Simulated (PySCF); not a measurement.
# Relaxation of singlet CrOF4

All numbers come from PySCF, PBE, basis Cr def2-SVP, O def2-SVP, F def2-SVP (no relativity, density fitting). A (50,194) grid was used.

A hand-made square pyramidal (ligand arrangement 1) start, of Cs symmetry, held to at least that symmetry:

Coordinates in bohr (charge 0 multiplicity 1):
```
Cr    0.0000   -0.1087   -0.1012
O     0.0000   -3.2141   -0.7613
F     0.0000   -0.1087    3.4137
F     3.4382   -0.1087   -0.8320
F     0.0000    3.3294   -0.8320
F    -3.4382   -0.1087   -0.8320
```

Optimiser trace:
```
step  E − E(last) (kJ/mol)  largest gradient (Eh/bohr)
   0                190.39                     0.08786
   1                 80.84                     0.02851
   2                 67.82                     0.02459
   3                 63.17                     0.00447
   4                 58.07                     0.01086
   5                 47.48                     0.03167
   6                 39.52                     0.03017
   7                 23.71                     0.03247
   8                 21.81                     0.01760
   9                 11.91                     0.01146
  10                  7.73                     0.00938
  11                  2.52                     0.01250
  12                  0.38                     0.00649
  13                  0.06                     0.00167
  14                  0.01                     0.00080
  15                  0.00                     0.00043
  16                  0.00                     0.00004
```

It ends at C4v with Cr–F 1.732 Å (×4), Cr–O 1.537 Å; F–Cr–F 86.3° (×4), F–Cr–F 150.5° (×2), F–Cr–O 104.7° (×4) (after a last refinement on a finer grid). The frequency run here used a shortcut that can spoil soft modes, so no verdict on minimum or saddle point is given. Other isomers or separated fragments may lie lower.

Final geometry:
```xyz
6
charge 0 multiplicity 1, angstrom
Cr   -0.0001   -0.0536   -0.0307
O    -0.0023   -1.3873   -0.7937
F     0.0006   -0.5027    1.6422
F     1.6756    0.3270    0.1871
F     0.0005    1.1609   -1.2657
F    -1.6745    0.3312    0.1895
```

The relaxation took about 2.1 core-minutes on a shared host.
